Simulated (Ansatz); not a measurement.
Basis sets compared for [MoO4]2- (MoO₄²⁻). Total charge -2; singlet. Geometry PBE-D4/def2-SVPD. Ansatz on 4 threads of Arm Neoverse V1 on a shared host; times are rough, and most runs start from earlier orbitals.

```xyz
5

Mo    0.0000    0.0000    0.0000
O     0.6389    0.4533   -1.6148
O    -0.0600    1.4547    1.0495
O     1.0736   -1.2308    0.7442
O    -1.6525   -0.6772   -0.1789
```

In the def2 sets Mo takes a core potential; there is no spin–orbit coupling. A multiply charged anion in the gas phase is held together partly by the finite basis. At PBE-D4/def2-SVPD, PBE-D4/def2-TZVPD, PBE0-D4/def2-SVPD, PBE0-D4/def2-TZVPD the highest occupied level of the charge -2 singlet lies above zero (up to 3.75 eV). The electron is either unbound and held by the finite basis, or the level is raised by self-interaction error.

| level | functions | energy (Eh) | HOMO (eV) | LUMO (eV) | wall time |
| --- | --- | --- | --- | --- | --- |
| PBE-D4/def2-SVPD | 126 | -368.8043 | 3.68 | 7.15 | 1.3 s |
| PBE0-D4/def2-SVPD | 126 | -368.6926 | 2.24 | 7.64 | 1.4 s |

Estimate the rows for PBE-D4/def2-TZVPD, PBE0-D4/def2-TZVPD.


| level | functions | energy (Eh) | HOMO (eV) | LUMO (eV) | wall time |
| --- | --- | --- | --- | --- | --- |
| PBE-D4/def2-TZVPD | 200 | -369.1646 | 3.75 | 6.75 | 2.3 s |
| PBE0-D4/def2-TZVPD | 200 | -369.0549 | 2.34 | 7.20 | 3 s |
